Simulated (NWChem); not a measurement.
System: CHBr2Cl; SMILES ClC(Br)Br

Input file for NWChem:

```
start job
memory heap 200 mb stack 900 mb global 1100 mb
geometry units angstroms noautoz
  Cl     2.067588    -0.089335     0.000000
  C      0.413277     0.501829     0.000000
  Br    -0.534199    -0.030806     1.596235
  Br    -0.534199    -0.030806    -1.596235
  H      0.437521     1.595445     0.000000
end
basis spherical
  * library def2-tzvpd
end
dft
  xc becke88 lyp
  iterations 150
  semidirect filesize 400000000
  mulliken
end
task dft energy
```

Structure relaxed at the PBE0/def2-SVP level.

Q: What results follow from this input? (BLYP/def2-TZVPD.) Quantities: energy (Ha); highest occupied level (eV); orbital gap (eV); dipole (D).

A: 
```
Item                            Value
---------------------------  --------
energy (Ha)                  -5647.27
highest occupied level (eV)     -6.83
orbital gap (eV)                 4.22
dipole (D)                       0.89
```
